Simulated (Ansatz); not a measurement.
Cost and result for the atomization energy of AlH₆OPSi, SMILES `O[P]([AlH2])[SiH3]` (10 atoms, 9 bonds).

Cartesian coordinates in Å:
```
O 1.685 -0.629 1.030
P 1.073 0.222 -0.281
Al -0.250 1.824 0.744
Si -0.643 -1.077 -0.948
H 2.535 -1.008 0.789
H -0.055 2.181 2.274
H -1.275 2.583 -0.200
H -0.106 -2.366 -1.461
H -1.650 -1.394 0.104
H -1.313 -0.337 -2.051
```

Total charge 0; spin multiplicity 1. The structure was optimised at the PBE0-D4/def2-TZVP level. It is one conformer, not always the lowest. Program: Ansatz. All runs use 2 threads of an Arm Neoverse V1 on a shared host. Times are those of one run each, without the atoms' runs, and a repeat can differ threefold. Electronic energies, without spin–orbit coupling; frozen cores. CCSD(T)/CBS adds CCSD(T) − MP2 in def2-TZVPP to the MP2 limit, and its time is that of the two runs behind it. T1 = 0.014. B3LYP takes the VWN-RPA correlation (the form of Gaussian; ORCA's B3LYP/G).

CCSD(T)/CBS is a level of theory with its own doubt, some kJ/mol a heavy atom from the limit and from the frozen cores, so smaller differences don't rank the functionals.

| level | functions | wall time | atomization (kJ/mol) | difference from CCSD(T)/CBS | per bond |
| --- | --- | --- | --- | --- | --- |
| revPBE-D4/def2-TZVPP | 241 | 3.8 s | 2789.6 | -58.6 | -6.5 |
| BLYP-D4/def2-TZVPP | 241 | 3.9 s | 2830.5 | -17.7 | -2.0 |
| CCSD(T)/def2-SVP | 98 | 4.5 s | 2581.2 | -267.0 | -29.7 |
| PBE-D4/def2-TZVPP (with forces) | 241 | 4.7 s | 2841.5 | -6.7 | -0.8 |
| r2SCAN-D4/def2-TZVPP (with forces) | 241 | 9.5 s | 2843.8 | -4.4 | -0.5 |
| B3LYP-D4/def2-TZVPP (with forces) | 241 | 9.5 s | 2843.2 | -5.0 | -0.6 |
| B2PLYP/def2-TZVPP | 241 | 11 s | 2791.2 | -57.0 | -6.3 |
| r2SCANh-D4/def2-TZVPP | 241 | 11 s | 2825.0 | -23.2 | -2.6 |
| B97M-V/def2-TZVPP | 241 | 17 s | 2891.3 | 43.1 | 4.8 |
| ωB97M-V/def2-TZVPP (with forces) | 241 | 22 s | 2857.8 | 9.6 | 1.1 |
| MP2/def2-QZVPP | 447 | 38 s | 2806.0 | -42.2 | -4.7 |
| CCSD(T)/def2-TZVPP | 241 | 9.9 min | 2750.5 | -97.7 | -10.9 |
| CCSD(T)/CBS(def2) | – | 11 min | 2848.2 | 0.0 | 0.0 |

The D4 term adds +38.9 kJ/mol with B3LYP and +20.4 kJ/mol with PBE0; it sums over pairs of atoms, weighted by their polarisabilities, and B3LYP, whose exchange is more repulsive, gets the larger term. In def2-TZVPP, CCSD(T) changes the Hartree–Fock value by +748.5 kJ/mol (the triples alone add +39.5 kJ/mol) and MP2 by +745.8 kJ/mol; breaking electron pairs costs correlation energy, which Hartree–Fock lacks. From r2SCAN to r2SCAN0 (25 % exact exchange), in def2-TZVPP and without D4, the atomization energy moves by −46.4 kJ/mol: exact exchange takes away binding that semilocal exchange gives to molecules.
